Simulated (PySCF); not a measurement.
Compound: C10H11N.
SMILES: `Cc1cccc([C@H](C)C#N)c1`

Torsions of this conformer, `[CH3:1][c:2]1[cH:3][cH:4][cH:5][c:6]([C@H:7]([CH3:8])[C:9]#[N:10])[cH:11]1`: C5–C6–C7–C8 -95°.

The closed-shell ground state was solved at several levels (PySCF, density fitting, gas phase, non-relativistic). One conformer (not necessarily the lowest) at the PBE0-D3(BJ)/def2-SVP geometry, without solvent, vibrations or thermal averaging.

| level | basis functions | total energy (Eh) | HOMO (eV) | LUMO (eV) | gap (eV) | dipole (D) |
| --- | --- | --- | --- | --- | --- | --- |
| B3LYP/def2-SVPD | 308 | -442.1360 | -7.06 | -0.82 | 6.24 | 3.96 |
| B3LYP/pcJ-1 | 407 | -442.4557 | -7.04 | -0.74 | 6.30 | 3.93 |
| mPW1PW91/pcSseg-2 | 550 | -442.4814 | -7.27 | -0.64 | 6.63 | 3.99 |

Problem. Estimate the row for PBE0/pcSseg-1, a basis of 242 functions; the other rows only guide the guess.

Solution. Total energy -441.8456 Eh, HOMO -7.28 eV, LUMO -0.57 eV, gap 6.71 eV, dipole 3.93 D.

Problem. Over all these levels, which gives the widest orbital gap and which the narrowest?

Solution. PBE0/pcSseg-1 (global hybrid, 25 % exact exchange) has the widest, 6.71 eV, and B3LYP/def2-SVPD (global hybrid, 20 % exact exchange) the narrowest, 6.24 eV. Functional and basis both differ between the two, so the spread mixes both effects.

Problem. How far do the dipole and the HOMO energy spread over the levels?

Solution. The dipole runs from 3.93 to 3.99 D (mean 3.95 D) and the HOMO from -7.28 to -7.04 eV.
